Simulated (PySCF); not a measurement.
Vertical excitations of a molecule C2H6F2Si from TDDFT-PBE/def2-SVPD in PySCF, as energy in eV (oscillator strength): 7.42 (0.078), 8.49 (0.000), 8.50 (0.009), 8.51 (0.032), 8.91 (0.080), 9.08 (0.000), 9.23 (0.000), 9.25 (0.000), 9.32 (0.057), 9.40 (0.005). Lowest triplet (TDA): 7.24 eV. The structure is a stationary point at ωB97X-D3(BJ)/def2-SVP. One conformer was computed; it need not be the lowest.

Problem. Pick the molecule that these values belong to.
(A) C[Si@H](F)CF
(B) C[Si](C)(F)F
(C) C[SiH2]C(F)F
(D) FC[SiH2]CF

Solution. B, C[Si](C)(F)F
